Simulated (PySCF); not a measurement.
Si (SMILES [Si+]), charge +1, doublet. Base run: PBE/6-31G (PySCF).

The PySCF input:
```python
from pyscf import gto, scf, dft, solvent

mol = gto.Mole()
mol.atom = '''
    Si    0.00000000    0.00000000    0.00000000
'''
mol.basis = '6-31g'
mol.charge = 1
mol.spin = 1
mol.verbose = 3
mol.build()

mf = dft.UKS(mol)
mf.xc = 'pbe'
mf.kernel()
mf.analyze()
```

Variants of this job, named by their change:

| change | ΔE vs base (kJ/mol) |
|---|---|
| base | 0.00 |
| model = C-PCM; solvent = toluene | -163.2 |
| model = IEF-PCM; solvent = toluene | -162.8 |
| model = IEF-PCM; solvent = toluene; r_probe = 0.5 | -134.1 |
| model = IEF-PCM; solvent = toluene; lebedev_order = 11 | -162.9 |
| model = ddCOSMO; solvent = toluene | -175.7 |
| model = IEF-PCM; solvent = toluene; lebedev_order = 41 | -162.7 |
| model = IEF-PCM; solvent = toluene; vdw_scale = 1.0 | -201.7 |
| model = IEF-PCM; solvent = toluene; vdw_scale = 1.4 | -137.9 |
| model = SS(V)PE; solvent = toluene | -162.8 |
| model = COSMO; solvent = toluene | -134.8 |
| model = IEF-PCM; solvent = water | -278.5 |

The base is the gas phase, so ΔE is the electrostatic part of solvation at a fixed geometry, without cavity and dispersion terms.

Open shells are given as the SCF converged; they aren't shown to be the lowest states, and a large step between rows can be another state.
